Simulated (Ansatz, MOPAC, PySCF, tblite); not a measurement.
Potential energy curve for Be2, singlet.

Levels of theory: RKS-M06-2X/6-31G* = restricted M06-2X/6-31G*, spherical d (PySCF); AM1, restricted, heats of formation (MOPAC); GFN2-xTB, 300 K electronic temperature (tblite); FCI = full CI/cc-pVDZ, frozen core in Ansatz (a program for electronic structure).

Energies relative to the lowest point of each curve near equilibrium, in kJ/mol; the last columns give the difference from FCI:

```tsv
R / Å	RKS-M06-2X/6-31G*	AM1	GFN2-xTB	FCI	RKS-M06-2X/6-31G* − FCI	AM1 − FCI	GFN2-xTB − FCI
1.89	75.8	33.5	5.9	66.6	9.2	-33.1	-60.8
2.04	36.9	0.0	0.0	29.7	7.3	-29.7	-29.7
2.13	22.9	265.2	1.2	16.8	6.1	248.4	-15.6
2.25	11.3	256.1	6.1	6.8	4.5	249.3	-0.7
2.38	4.8	247.8	13.4	1.7	3.0	246.0	11.6
2.43	3.4	245.2	16.3	0.8	2.5	244.4	15.4
2.52	1.8	241.6	20.6	0.1	1.7	241.6	20.6
2.61	0.7	239.1	24.2	0.0	0.7	239.1	24.2
2.65	0.4	238.3	25.8	0.1	0.3	238.2	25.7
2.76	0.0	237.1	30.0	0.6	-0.6	236.5	29.4
2.91	0.4	237.2	34.0	1.3	-0.9	235.9	32.7
3.12	2.0	239.8	36.8	1.9	0.1	237.9	34.9
3.42	5.0	245.9	37.8	1.8	3.2	244.1	36.0
3.75	7.9	253.1	37.4	1.4	6.5	251.8	36.1
4.17	10.2	260.6	36.9	0.9	9.3	259.7	36.0
4.51	11.6	264.7	37.1	0.8	10.8	263.8	36.3
5.03	12.9	268.1	37.9	1.0	11.9	267.1	36.9
5.50	13.5	269.3	38.4	1.2	12.3	268.1	37.2
6.23	14.0	269.7	38.9	1.4	12.6	268.3	37.5
6.84	14.3	269.6	39.1	1.5	12.7	268.1	37.6
7.52	14.3	269.4	39.2	1.6	12.7	267.8	37.7
```

RKS-M06-2X/6-31G* is furthest from FCI at 7.52 (12.7 kJ/mol, above); its mean absolute difference over the points is 6.1 kJ/mol.

AM1 is furthest from FCI at 6.23 (268.3 kJ/mol, above); its mean absolute difference over the points is 230.4 kJ/mol.

GFN2-xTB is furthest from FCI at 1.89 (-60.8 kJ/mol, below); its mean absolute difference over the points is 30.1 kJ/mol.

Also computed but left out beside FCI, since their determinant holds another spin at the minimum (<S²> over 0.7 above the pure value): UHF, UMP2, UCCSDT, UCCSDT(Q), UHF/6-31G*, UHF/STO-3G.
